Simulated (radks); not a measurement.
The dysprosium anion Dy- inside a hard spherical wall (all orbitals vanish at R), configuration held at [Xe] 4f11 6s2 and not refilled when levels cross. All-electron calculation, scalar-relativistic Kohn-Sham, PBE, spin-unpolarised, spherical densities, finite nucleus; Fermi nuclear charge, rms radius 5.2218 fm. Program: a radial shooting solver on a logarithmic mesh with Libxc functionals. Eigenvalues in eV, with the zero of energy where the potential of the charges vanishes at infinity; a dash marks a level that is unbound or too diffuse for the functional's potential to be trusted. A positive occupied level is held by the wall or, in an anion where self-interaction has pushed it up, behind a barrier. The pressure on the wall is -dE/dV.

R (bohr)  E (hartree)  kinetic (hartree)    e(5s)    e(5p)   e(6s)  e(6p, empty)  e(5d, empty)   e(4f)  pressure (GPa)
12        -12156.1115          13112.344  -41.586  -18.398   0.765             -             -   4.833           0.115
10        -12156.0912          13112.380  -40.445  -17.304   1.406             -             -   6.016           0.349
8         -12156.0395          13112.515  -38.602  -15.531   2.707             -             -   7.904            1.57
7         -12155.9800          13112.679  -37.210  -14.202   3.959         7.184         7.440   9.339            3.87
4         -12154.8490          13116.214  -27.530   -5.173  20.840        30.852        19.229  20.000             189
3.5       -12153.9158          13119.430  -23.090   -0.831  32.236        45.518        25.408  25.294             503
2         -12132.6127          13187.258   31.464   61.342  207.91        243.93        108.61  85.803           28300
1.5       -12081.3770          13336.897   136.28   182.71  511.98        565.98        255.17  166.62          204000
